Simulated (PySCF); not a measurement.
Species: C₄H₆GeOS.
Structure used (PBE0-D3(BJ)/def2-SVP), in Å, numbered top down from 1:
```
atom  x, y, z in Å
Ge1    2.077    0.487    0.047
O2     0.467    1.284   -0.067
C3    -0.693    0.612    0.035
C4    -1.939    1.310   -0.063
C5    -3.013    0.474    0.062
S6    -2.535   -1.158    0.299
C7    -0.866   -0.740    0.233
H8     2.190   -0.544   -1.089
H9     2.187   -0.193    1.423
H10    3.054    1.653   -0.115
H11   -2.000    2.387   -0.220
H12   -4.070    0.734    0.028
H13   -0.106   -1.512    0.343
```

Computed at PBE0/pcSseg-1 (PySCF, non-relativistic), with Q(73Ge) = −0.196 b, Q(17O) = −0.0256 b, Q(33S) = −0.0678 b: Ge1, 73Ge (I = 9/2): χzz = -83.63 MHz, η = 0.013; O2, 17O (I = 5/2): χzz = -9.961 MHz, η = 0.448; S6, 33S (I = 3/2): χzz = -30.46 MHz, η = 0.659.

Q: Where would the pure quadrupole (NQR) lines of 73Ge at Ge1 fall for the rigid, isolated species?

A: From the eigenvalues of H = χ/[4I(2I − 1)] × [3Iz² − I(I + 1) + η(Ix² − Iy²)], steps between neighbouring levels, labelled as for η = 0: ±1/2↔±3/2 3.490 MHz, ±3/2↔±5/2 6.968 MHz, ±5/2↔±7/2 10.45 MHz, ±7/2↔±9/2 13.94 MHz (germanium bonded to O and 3 H).

Q: Where would the pure quadrupole (NQR) lines of 17O at O2 fall for the rigid, isolated species?

A: From the eigenvalues of H = χ/[4I(2I − 1)] × [3Iz² − I(I + 1) + η(Ix² − Iy²)], steps between neighbouring levels, labelled as for η = 0: ±1/2↔±3/2 1.790 MHz, ±3/2↔±5/2 2.883 MHz (oxygen bonded to C and Ge).

Q: Where would the pure quadrupole (NQR) lines of 33S at S6 fall for the rigid, isolated species?

A: From ν = (|χ|/2)√(1 + η²/3): ν = 16.30 MHz (thiophene-type sulfur).

In a crystal, neighbours and librations shift these lines. The calculation is non-relativistic, for germanium too. The small basis limits the accuracy of the gradients.

One conformer stands for the species.
